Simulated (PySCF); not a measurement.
A calculated (UHF, PySCF 2.14, 6-31G*, the non-relativistic Hamiltonian (point nucleus)) atom or ion has these occupied shells.

```
shell  electrons  orbital energy (eV)  rms radius, mean of both spins (bohr)
 1s α          1              -3258.6                                 0.0998
 1s β          1              -3257.7                                 0.0998
 2s α          1              -365.72                                  0.448
 2s β          1              -364.89                                  0.448
 2p α          3              -291.17                                  0.417
 2p β          3              -289.68                                  0.417
 3s α          1              -63.603                                   1.44
 3s β          1              -55.624                                   1.44
 3p α          3              -43.546                                   1.59
 3p β          1              -40.238                                   1.59
```

Question: Name the element and its charge.

Answer: Ar(2+) (argon, charge +2), in [Ne] 3s2 3p4, high-spin 3P determinant.
